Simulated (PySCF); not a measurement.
**Cost of excited-state runs on SMILES CSC1=C=CCCCCCC1, C$_{10}$H$_{16}$S**

Geometry:
```csv
atom,x (Å),y (Å),z (Å)
C1,3.086,-0.173,-1.233
S2,2.521,1.315,-0.367
C3,1.280,0.610,0.705
C4,1.129,-0.676,0.824
C5,0.679,-1.893,0.739
C6,-0.469,-2.222,-0.189
C7,-1.250,-0.966,-0.584
C8,-1.876,-0.295,0.646
C9,-2.020,1.226,0.560
C10,-0.725,2.037,0.416
C11,0.417,1.644,1.373
H12,3.519,-0.863,-0.514
H13,3.833,0.146,-1.953
H14,2.244,-0.635,-1.740
H15,1.065,-2.699,1.348
H16,-0.087,-2.722,-1.084
H17,-1.133,-2.926,0.321
H18,-2.028,-1.231,-1.302
H19,-0.569,-0.274,-1.078
H20,-2.870,-0.717,0.814
H21,-1.275,-0.533,1.524
H22,-2.668,1.480,-0.283
H23,-2.527,1.554,1.472
H24,-0.981,3.085,0.586
H25,-0.354,1.968,-0.608
H26,0.014,1.261,2.311
H27,1.025,2.524,1.588
```

PySCF with density fitting, on 1 thread of an Arm Neoverse V1, shared host. Command: `OMP_NUM_THREADS=1 python excited_run.py task.json out`

**Question.** How long does this run take, and how much memory?
- excited states, PBE0/def2-SVP; Tamm-Dancoff; spin-orbit couplings; 8 states; 4 triplets; quadratic response for 4 states

**Answer.** 
| run | level | basis functions | wall time | peak memory (GiB) |
| --- | --- | --- | --- | --- |
| excited states | PBE0/def2-SVP | 238 | 88 s | 0.97 |

Times from a shared host are rough.
